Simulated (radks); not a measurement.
Q: Spherical quantum dot in the effective-mass picture: electrons in a parabolic well V = omega^2 r^2 / 2 with omega = 3.85, all in effective atomic units (hartree* = m*/eps^2 hartree, bohr* = eps/m* bohr), one dielectric constant everywhere. Calculated with a radial shooting solver with Libxc functionals: non-relativistic Kohn-Sham, LDA (Slater exchange, Perdew-Wang correlation), spin-polarised, spherical densities. Levels are named by radial order and angular momentum (1s, 1p, 1d, 2s, ...), and open shells are averaged over m. Results are scaled to m* = 0.075 and eps = 12.9, for which hartree* = 12.26 meV and bohr* = 9.102 nm. At N = 14 the configuration is 1s2 1p6 1d(up 5, down 1). Does electron 15 go into 2s down or 2s up or 1d down?

A: Into 1d down. The total energies of the other choices lie higher by 1.72 meV (2s up), 3.14 meV (2s down).
